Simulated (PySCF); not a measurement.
Isomers of C4H5Cl3Si, one GFN2-xTB conformer each. Single-point energies are computed at PBE0/pcSseg-1 (PySCF, gas phase, no added dispersion term), electronic only.

```tsv
SMILES	GFN2-xTB relative energy (kJ/mol)
ClC(Cl)C1=C[SiH2][C@H]1Cl	0.0
[SiH3]CC#CC(Cl)(Cl)Cl	22.8
```

Conformers: `[Cl:1][CH:2]([Cl:3])[C:4]1=[CH:5][SiH2:6][C@H:7]1[Cl:8]` with Cl1–C2–C4–C5 107°.

**Question.** What does PBE0/pcSseg-1 give for the same structures?

**Answer.** 
```csv
SMILES,PBE0/pcSseg-1 E (Eh),PBE0/pcSseg-1 (kJ/mol),GFN2-xTB (kJ/mol),point group
ClC(Cl)C1=C[SiH2][C@H]1Cl,-1824.63062,0.0,0.0,C1
[SiH3]CC#CC(Cl)(Cl)Cl,-1824.58397,122.5,22.8,Cs
```

Both levels put the same isomer lowest. As drawn, the lower has a four-membered ring and a C=C bond outside aromatic rings, which the higher lacks; the higher has a C≡C bond, which the lower lacks.

**Question.** Which frontier levels, dipoles and rotational constants go with these structures?

**Answer.** 
```json
{"SMILES": "ClC(Cl)C1=C[SiH2][C@H]1Cl", "HOMO (eV, PBE0/pcSseg-1)": "-8.01", "LUMO (eV)": "-1.41", "dipole (D)": "2.40", "A, B, C (MHz)": "1367, 646.9, 577.6"}
{"SMILES": "[SiH3]CC#CC(Cl)(Cl)Cl", "HOMO (eV, PBE0/pcSseg-1)": "-7.94", "LUMO (eV)": "-0.84", "dipole (D)": "3.44", "A, B, C (MHz)": "1538, 456.4, 446.4"}
```
